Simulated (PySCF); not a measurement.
CHF2NO2Si. Atoms are numbered in the order given.

```xyz
8

O      0.0224    -3.3305     0.0000
C      0.0107    -2.1531     0.0000
N     -0.0052    -0.9431     0.0000
Si     0.0028     0.7484     0.0000
O      1.5648     1.2554     0.0000
F     -0.8042     1.3014     1.2895
F     -0.8042     1.3014    -1.2895
H      1.7120     2.2173     0.0000
```
Charge 0, spin multiplicity 1.

The structure is a stationary point at PBE-D3(BJ)/def2-SVP. This is a generated structure with no PubChem entry under its InChIKey; it may be hypothetical. One conformer was computed; it need not be the lowest.

Method: HF/pcSseg-1 (PySCF).

GIAO shieldings, no solvent; atoms alike by connectivity are averaged. δ = σ(ref) − σ: ¹⁷O against H2O (σ = 333.0 ppm); ¹³C against TMS (σ = 192.6 ppm); ¹⁵N against NH3 (σ = 267.3 ppm); ²⁹Si against TMS (σ = 393.8 ppm); ¹⁹F against CFCl3 (σ = 238.5 ppm); ¹H against TMS (σ = 31.99 ppm), references at their B3LYP-D3(BJ)/def2-TZVP geometries, non-relativistic.

```csv
nucleus,atoms,count,δ (ppm)
¹⁷O,O1,1,138.0
¹⁷O,O5,1,34.8
¹³C,C2,1,138.5
¹⁵N,N3,1,33.0
²⁹Si,Si4,1,-103.7
¹⁹F,"F6, F7",2,-117.9
¹H,H8,1,3.42
```
